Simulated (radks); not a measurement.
All-electron atom: Pr22+ in [Kr] 4d1. Calculated with a radial shooting solver on a logarithmic mesh with Libxc functionals: non-relativistic Kohn-Sham, TPSS, spin-polarised, spherical densities, point nucleus; open shells are filled with parallel spins first (spin-orbit coupling, left out, can overturn this in heavy ions); meta-GGA in the generalised Kohn-Sham scheme; relativity is left out, which matters for an element this heavy. Some entries of the table are withheld. Estimate them.

orbital,occ.,eigenvalue (hartree),<r> (bohr)
1s down,1,-1483.412,0.02573
1s up,1,-1483.412,0.02573
2s up,1,-251.1929,0.1099
2s down,1,-251.1673,0.1099
2p up,3,-239.0235,0.09344
2p down,3,-239.0043,0.09343
3s up,1,-71.50533,0.2848
3s down,1,-71.49652,0.2847
3p up,3,-66.24218,0.2745
3p down,3,-66.22995,0.2744
3d up,5,-56.57142,(1)
3d down,5,-56.54819,(2)
4s up,1,-29.55815,0.6006
4s down,1,-29.47064,0.6008
4p up,3,-27.44751,(3)
4p down,3,-27.36040,(4)
4d up,1,(5),0.6119
4d down,0,(6),0.6123

Answer. 
(1) 3d up <r> (bohr): 0.2450
(2) 3d down <r> (bohr): 0.2450
(3) 4p up <r> (bohr): 0.6062
(4) 4p down <r> (bohr): 0.6066
(5) 4d up eigenvalue (hartree): -23.73992
(6) 4d down eigenvalue (hartree): -23.65410
